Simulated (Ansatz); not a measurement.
**Molecular dynamics of CH7ClSn**

Input file:

```yaml
crystal:
  periodic: [false, false, false]
  atoms:
    - { symbol: Sn, position_ang: [-0.692374, 0.20505, -1.015433] }
    - { symbol: Cl, position_ang: [2.157073, 0.514179, -1.002734] }
    - { symbol: H, position_ang: [-0.363563, -0.983118, -2.18454] }
    - { symbol: H, position_ang: [-2.232045, -0.168081, -0.303317] }
    - { symbol: H, position_ang: [-0.681515, 1.863653, -1.384184] }
    - { symbol: H, position_ang: [1.082618, 0.072944, 0.188268] }
    - { symbol: C, position_ang: [0.211812, -0.292687, 1.141221] }
    - { symbol: H, position_ang: [-0.217188, -1.304529, 1.185897] }
    - { symbol: H, position_ang: [-0.428222, 0.427762, 1.671292] }
    - { symbol: H, position_ang: [1.163202, -0.335172, 1.703629] }
basis:
  gaussian: { orbitals: def2-SVP }
hamiltonian:
  xc: r2scan
md:
  timestep: 0.5
  n_steps: 200
  ensemble: nve
  temperature: 100.0
  initial_velocities: maxwell_boltzmann
  seed: 5477
```

Run as:

```bash
$ ansatz run input.yaml --threads 2 --pin off --max-ram 3072MiB --backend cpu --events-out ev --progress --plain --runs-dir out
```

It starts at the highest image of a converged band. Of that band: Neighbouring images differ by up to 1.6 eV, so the band resolves the path poorly. A vibrational analysis at the climbing image gives one clearly imaginary mode, 946i cm⁻¹: a first-order saddle point.

Output, in part (one step line in 3, the closing report, with atoms numbered from 0):

```
md step     0: t =     0.00 fs  T =   100.0 K  F+E_penalty+E_count = -19499.17065506 eV  E_kin = 0.103408 eV  conserved = -19499.06724706 eV  (27 SCF iters)
md step     3: t =     1.50 fs  T =    85.7 K  F+E_penalty+E_count = -19499.15561565 eV  E_kin = 0.088611 eV  conserved = -19499.06700513 eV  (32 SCF iters)
md step     6: t =     3.00 fs  T =    67.9 K  F+E_penalty+E_count = -19499.13705723 eV  E_kin = 0.070233 eV  conserved = -19499.06682427 eV  (31 SCF iters)
md step     9: t =     4.50 fs  T =    67.6 K  F+E_penalty+E_count = -19499.13692954 eV  E_kin = 0.069907 eV  conserved = -19499.06702238 eV  (32 SCF iters)
md step    12: t =     6.00 fs  T =    63.7 K  F+E_penalty+E_count = -19499.13297567 eV  E_kin = 0.065845 eV  conserved = -19499.06713048 eV  (32 SCF iters)
md step    15: t =     7.50 fs  T =    46.7 K  F+E_penalty+E_count = -19499.11508217 eV  E_kin = 0.048246 eV  conserved = -19499.06683660 eV  (32 SCF iters)
md step    18: t =     9.00 fs  T =    47.2 K  F+E_penalty+E_count = -19499.11566912 eV  E_kin = 0.048794 eV  conserved = -19499.06687524 eV  (31 SCF iters)
md step    21: t =    10.50 fs  T =    61.5 K  F+E_penalty+E_count = -19499.13070162 eV  E_kin = 0.063556 eV  conserved = -19499.06714519 eV  (30 SCF iters)
md step    24: t =    12.00 fs  T =    61.7 K  F+E_penalty+E_count = -19499.13072484 eV  E_kin = 0.063764 eV  conserved = -19499.06696081 eV  (30 SCF iters)
md step    27: t =    13.50 fs  T =    66.7 K  F+E_penalty+E_count = -19499.13577378 eV  E_kin = 0.068998 eV  conserved = -19499.06677578 eV  (30 SCF iters)
md step    30: t =    15.00 fs  T =    97.6 K  F+E_penalty+E_count = -19499.16792479 eV  E_kin = 0.100907 eV  conserved = -19499.06701749 eV  (30 SCF iters)
md step    33: t =    16.50 fs  T =   128.0 K  F+E_penalty+E_count = -19499.19957217 eV  E_kin = 0.132327 eV  conserved = -19499.06724535 eV  (30 SCF iters)
md step    36: t =    18.00 fs  T =   135.9 K  F+E_penalty+E_count = -19499.20751265 eV  E_kin = 0.140569 eV  conserved = -19499.06694382 eV  (28 SCF iters)
md step    39: t =    19.50 fs  T =   155.0 K  F+E_penalty+E_count = -19499.22715701 eV  E_kin = 0.160330 eV  conserved = -19499.06682746 eV  (28 SCF iters)
md step    42: t =    21.00 fs  T =   198.3 K  F+E_penalty+E_count = -19499.27220290 eV  E_kin = 0.205035 eV  conserved = -19499.06716788 eV  (29 SCF iters)
md step    45: t =    22.50 fs  T =   230.9 K  F+E_penalty+E_count = -19499.30592938 eV  E_kin = 0.238801 eV  conserved = -19499.06712869 eV  (30 SCF iters)
md step    48: t =    24.00 fs  T =   255.7 K  F+E_penalty+E_count = -19499.33131004 eV  E_kin = 0.264445 eV  conserved = -19499.06686508 eV  (30 SCF iters)
md step    51: t =    25.50 fs  T =   302.3 K  F+E_penalty+E_count = -19499.37951382 eV  E_kin = 0.312607 eV  conserved = -19499.06690689 eV  (29 SCF iters)
md step    54: t =    27.00 fs  T =   366.9 K  F+E_penalty+E_count = -19499.44649241 eV  E_kin = 0.379381 eV  conserved = -19499.06711148 eV  (29 SCF iters)
md step    57: t =    28.50 fs  T =   427.7 K  F+E_penalty+E_count = -19499.50925993 eV  E_kin = 0.442228 eV  conserved = -19499.06703148 eV  (29 SCF iters)
md step    60: t =    30.00 fs  T =   491.6 K  F+E_penalty+E_count = -19499.57535746 eV  E_kin = 0.508387 eV  conserved = -19499.06697047 eV  (29 SCF iters)
md step    63: t =    31.50 fs  T =   564.9 K  F+E_penalty+E_count = -19499.65128453 eV  E_kin = 0.584198 eV  conserved = -19499.06708700 eV  (29 SCF iters)
md step    66: t =    33.00 fs  T =   636.8 K  F+E_penalty+E_count = -19499.72554621 eV  E_kin = 0.658522 eV  conserved = -19499.06702412 eV  (29 SCF iters)
md step    69: t =    34.50 fs  T =   710.9 K  F+E_penalty+E_count = -19499.80221139 eV  E_kin = 0.735172 eV  conserved = -19499.06703980 eV  (29 SCF iters)
md step    72: t =    36.00 fs  T =   787.2 K  F+E_penalty+E_count = -19499.88102939 eV  E_kin = 0.813976 eV  conserved = -19499.06705304 eV  (29 SCF iters)
md step    75: t =    37.50 fs  T =   864.8 K  F+E_penalty+E_count = -19499.96124835 eV  E_kin = 0.894246 eV  conserved = -19499.06700231 eV  (29 SCF iters)
md step    78: t =    39.00 fs  T =   950.5 K  F+E_penalty+E_count = -19500.04989539 eV  E_kin = 0.982922 eV  conserved = -19499.06697335 eV  (29 SCF iters)
md step    81: t =    40.50 fs  T =  1046.4 K  F+E_penalty+E_count = -19500.14915229 eV  E_kin = 1.082014 eV  conserved = -19499.06713780 eV  (29 SCF iters)
md step    84: t =    42.00 fs  T =  1135.4 K  F+E_penalty+E_count = -19500.24122832 eV  E_kin = 1.174096 eV  conserved = -19499.06713258 eV  (29 SCF iters)
md step    87: t =    43.50 fs  T =  1221.1 K  F+E_penalty+E_count = -19500.32962731 eV  E_kin = 1.262704 eV  conserved = -19499.06692327 eV  (28 SCF iters)
md step    90: t =    45.00 fs  T =  1322.9 K  F+E_penalty+E_count = -19500.43510265 eV  E_kin = 1.367959 eV  conserved = -19499.06714331 eV  (29 SCF iters)
md step    93: t =    46.50 fs  T =  1420.0 K  F+E_penalty+E_count = -19500.53553204 eV  E_kin = 1.468358 eV  conserved = -19499.06717402 eV  (29 SCF iters)
md step    96: t =    48.00 fs  T =  1506.6 K  F+E_penalty+E_count = -19500.62496086 eV  E_kin = 1.557958 eV  conserved = -19499.06700306 eV  (29 SCF iters)
md step    99: t =    49.50 fs  T =  1601.2 K  F+E_penalty+E_count = -19500.72274315 eV  E_kin = 1.655738 eV  conserved = -19499.06700516 eV  (28 SCF iters)
md step   102: t =    51.00 fs  T =  1702.4 K  F+E_penalty+E_count = -19500.82760334 eV  E_kin = 1.760378 eV  conserved = -19499.06722565 eV  (28 SCF iters)
md step   105: t =    52.50 fs  T =  1786.3 K  F+E_penalty+E_count = -19500.91433152 eV  E_kin = 1.847157 eV  conserved = -19499.06717495 eV  (28 SCF iters)
md step   108: t =    54.00 fs  T =  1861.5 K  F+E_penalty+E_count = -19500.99179152 eV  E_kin = 1.924929 eV  conserved = -19499.06686204 eV  (28 SCF iters)
md step   111: t =    55.50 fs  T =  1958.2 K  F+E_penalty+E_count = -19501.09213987 eV  E_kin = 2.024984 eV  conserved = -19499.06715634 eV  (28 SCF iters)
md step   114: t =    57.00 fs  T =  2047.5 K  F+E_penalty+E_count = -19501.18464063 eV  E_kin = 2.117303 eV  conserved = -19499.06733803 eV  (26 SCF iters)
md step   117: t =    58.50 fs  T =  2107.4 K  F+E_penalty+E_count = -19501.24634193 eV  E_kin = 2.179216 eV  conserved = -19499.06712600 eV  (28 SCF iters)
md step   120: t =    60.00 fs  T =  2159.7 K  F+E_penalty+E_count = -19501.30041338 eV  E_kin = 2.233309 eV  conserved = -19499.06710450 eV  (28 SCF iters)
md step   123: t =    61.50 fs  T =  2205.9 K  F+E_penalty+E_count = -19501.34849834 eV  E_kin = 2.281080 eV  conserved = -19499.06741811 eV  (29 SCF iters)
md step   126: t =    63.00 fs  T =  2212.8 K  F+E_penalty+E_count = -19501.35559559 eV  E_kin = 2.288233 eV  conserved = -19499.06736295 eV  (29 SCF iters)
md step   129: t =    64.50 fs  T =  2191.1 K  F+E_penalty+E_count = -19501.33269914 eV  E_kin = 2.265775 eV  conserved = -19499.06692430 eV  (28 SCF iters)
md step   132: t =    66.00 fs  T =  2185.3 K  F+E_penalty+E_count = -19501.32696940 eV  E_kin = 2.259728 eV  conserved = -19499.06724118 eV  (29 SCF iters)
md step   135: t =    67.50 fs  T =  2164.5 K  F+E_penalty+E_count = -19501.30580812 eV  E_kin = 2.238312 eV  conserved = -19499.06749618 eV  (28 SCF iters)
md step   138: t =    69.00 fs  T =  2098.7 K  F+E_penalty+E_count = -19501.23742759 eV  E_kin = 2.170219 eV  conserved = -19499.06720886 eV  (29 SCF iters)
md step   141: t =    70.50 fs  T =  2018.1 K  F+E_penalty+E_count = -19501.15393449 eV  E_kin = 2.086887 eV  conserved = -19499.06704709 eV  (28 SCF iters)
md step   144: t =    72.00 fs  T =  1941.6 K  F+E_penalty+E_count = -19501.07511741 eV  E_kin = 2.007815 eV  conserved = -19499.06730203 eV  (28 SCF iters)
md step   147: t =    73.50 fs  T =  1844.0 K  F+E_penalty+E_count = -19500.97409851 eV  E_kin = 1.906818 eV  conserved = -19499.06728045 eV  (28 SCF iters)
md step   150: t =    75.00 fs  T =  1734.7 K  F+E_penalty+E_count = -19500.86054518 eV  E_kin = 1.793822 eV  conserved = -19499.06672335 eV  (28 SCF iters)
md step   153: t =    76.50 fs  T =  1673.7 K  F+E_penalty+E_count = -19500.79755526 eV  E_kin = 1.730697 eV  conserved = -19499.06685828 eV  (25 SCF iters)
md step   156: t =    78.00 fs  T =  1650.4 K  F+E_penalty+E_count = -19500.77378539 eV  E_kin = 1.706635 eV  conserved = -19499.06715077 eV  (28 SCF iters)
md step   159: t =    79.50 fs  T =  1632.6 K  F+E_penalty+E_count = -19500.75506634 eV  E_kin = 1.688190 eV  conserved = -19499.06687672 eV  (28 SCF iters)
md step   162: t =    81.00 fs  T =  1647.6 K  F+E_penalty+E_count = -19500.77044254 eV  E_kin = 1.703723 eV  conserved = -19499.06671929 eV  (28 SCF iters)
md step   165: t =    82.50 fs  T =  1711.4 K  F+E_penalty+E_count = -19500.83682723 eV  E_kin = 1.769725 eV  conserved = -19499.06710213 eV  (28 SCF iters)
md step   168: t =    84.00 fs  T =  1780.7 K  F+E_penalty+E_count = -19500.90874239 eV  E_kin = 1.841430 eV  conserved = -19499.06731259 eV  (28 SCF iters)
md step   171: t =    85.50 fs  T =  1835.0 K  F+E_penalty+E_count = -19500.96442254 eV  E_kin = 1.897527 eV  conserved = -19499.06689588 eV  (26 SCF iters)
md step   174: t =    87.00 fs  T =  1915.6 K  F+E_penalty+E_count = -19501.04791248 eV  E_kin = 1.980919 eV  conserved = -19499.06699339 eV  (28 SCF iters)
md step   177: t =    88.50 fs  T =  2013.2 K  F+E_penalty+E_count = -19501.14920868 eV  E_kin = 2.081861 eV  conserved = -19499.06734803 eV  (28 SCF iters)
md step   180: t =    90.00 fs  T =  2087.9 K  F+E_penalty+E_count = -19501.22621890 eV  E_kin = 2.159036 eV  conserved = -19499.06718327 eV  (29 SCF iters)
md step   183: t =    91.50 fs  T =  2153.3 K  F+E_penalty+E_count = -19501.29366233 eV  E_kin = 2.226639 eV  conserved = -19499.06702331 eV  (29 SCF iters)
md step   186: t =    93.00 fs  T =  2224.6 K  F+E_penalty+E_count = -19501.36772209 eV  E_kin = 2.300404 eV  conserved = -19499.06731823 eV  (29 SCF iters)
md step   189: t =    94.50 fs  T =  2267.8 K  F+E_penalty+E_count = -19501.41259271 eV  E_kin = 2.345082 eV  conserved = -19499.06751022 eV  (28 SCF iters)
md step   192: t =    96.00 fs  T =  2264.5 K  F+E_penalty+E_count = -19501.40880434 eV  E_kin = 2.341714 eV  conserved = -19499.06709008 eV  (29 SCF iters)
md step   195: t =    97.50 fs  T =  2259.0 K  F+E_penalty+E_count = -19501.40296934 eV  E_kin = 2.335937 eV  conserved = -19499.06703190 eV  (28 SCF iters)
md step   198: t =    99.00 fs  T =  2258.7 K  F+E_penalty+E_count = -19501.40305127 eV  E_kin = 2.335728 eV  conserved = -19499.06732326 eV  (28 SCF iters)
md step   200: t =   100.00 fs  T =  2244.5 K  F+E_penalty+E_count = -19501.38826664 eV  E_kin = 2.320999 eV  conserved = -19499.06726760 eV  (27 SCF iters)
Total energy: -19501.38827964 eV, -716.6628007610 hartree
Atom 0 at    -0.610144     0.279192    -1.289485 Å, force     0.287844     0.555845    -0.070862 eV/Å
Atom 1 at     1.788683     0.507649    -1.284669 Å, force    -0.618068    -0.206624     0.117348 eV/Å
Atom 2 at    -1.018534     0.422582    -2.932972 Å, force    -0.017000    -0.007315    -0.141529 eV/Å
Atom 3 at    -1.193875    -1.184854    -0.659734 Å, force     0.219440    -0.208643     0.138017 eV/Å
Atom 4 at    -1.216225     1.617671    -0.392947 Å, force     0.131173    -0.134994    -0.033833 eV/Å
Atom 5 at     1.464087    -0.366258     3.604371 Å, force    -0.533749    -0.281679     0.007829 eV/Å
Atom 6 at     0.471191    -0.831420     3.815311 Å, force     0.786671     0.176726    -0.414523 eV/Å
Atom 7 at     0.479356    -1.875375     3.501773 Å, force     0.239265    -0.377434     0.100051 eV/Å
Atom 8 at    -0.294653    -0.361213     3.193533 Å, force    -0.194963     0.407402     0.212280 eV/Å
Atom 9 at     0.284157    -0.761585     4.889203 Å, force    -0.300612     0.076718     0.085223 eV/Å
Dipole moment:    -0.525441    -0.093556     0.020526 e Å
```

All steps were run. The conserved energy stayed within 0.058 meV per atom of its start (net change -0.0021 meV per atom), so the integration is sound. The system heated up, since it started high on the potential surface and ran downhill. A run of 0.1 ps of so small a system gives no equilibrium averages. The orbitals stay closed-shell, which can raise the energy where a bond breaks towards radicals; this wasn't checked here.

The step under study would form Sn1–C7, Cl2–H6 and break Sn1–Cl2, H6–C7. These pairs go: Sn1–C7 2.39 → 5.33 Å, Cl2–H6 1.66 → 4.98 Å, Sn1–Cl2 2.87 → 2.41 Å, H6–C7 1.34 → 1.12 Å. In the last frame they stand as before the step (other bonds may differ from the relaxed reactants and products). It ends as CH4 + ClH3Sn. Pairs count as bonded within 1.25 times the sum of covalent radii (0.12 Å more for H–H).

Last frame:

```xyz
10
Properties=species:S:1:pos:R:3
Sn -0.610 0.279 -1.290
Cl 1.789 0.508 -1.285
H -1.018 0.423 -2.933
H -1.194 -1.185 -0.660
H -1.216 1.618 -0.393
H 1.464 -0.366 3.604
C 0.471 -0.831 3.815
H 0.479 -1.875 3.502
H -0.295 -0.361 3.193
H 0.284 -0.762 4.889
```

The run took 16 min on 2 threads of Arm Neoverse N1, on a shared host, peak memory 0.17 GiB.
